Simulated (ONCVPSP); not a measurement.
**u(r) = r·R(r): atom against pseudo-atom (copper (Cu))**

Columns: radius, all-electron u(r) and pseudo u(r) of the 3d shell (level -5.64 eV) of copper in the configuration [Ne] 3s2 3p6 3d10 4s0.75 4p0.25; PBE, scalar-relativistic, ONCV scheme, ONCVPSP 4.0.1.

```csv
r (bohr),all-electron,pseudo
0.068,0.0428,0.0093
0.135,0.1923,0.0671
0.202,0.3913,0.1993
0.270,0.5856,0.3998
0.338,0.7431,0.6276
0.405,0.8550,0.8303
0.473,0.9271,0.9752
0.540,0.9633,1.0427
0.608,0.9729,1.0455
0.675,0.9630,1.0088
0.742,0.9400,0.9597
0.810,0.9081,0.9129
0.878,0.8710,0.8714
0.945,0.8319,0.8318
1.013,0.7912,0.7911
1.080,0.7514,0.7513
1.148,0.7119,0.7118
1.215,0.6743,0.6742
1.283,0.6377,0.6376
1.350,0.6035,0.6034
1.418,0.5706,0.5705
1.485,0.5400,0.5399
1.553,0.5106,0.5106
1.620,0.4834,0.4834
1.688,0.4575,0.4574
1.755,0.4334,0.4333
```

Q: How many radial nodes do the two functions have?

A: The all-electron 3d function has n − l − 1 = 0; the pseudo-wave has 0.

Q: At about which radius was the pseudo-wave matched?

A: 1.00 bohr. The columns agree to 0.0005 from 0.88 bohr on; several derivatives are matched, so the curves merge somewhat inside the radius.

Q: Is the pseudo-wave norm-conserving?

A: Yes: the ONCV scheme keeps the norm inside the radius equal to the all-electron one, which fixes the energy derivative of the logarithmic derivative at the level.
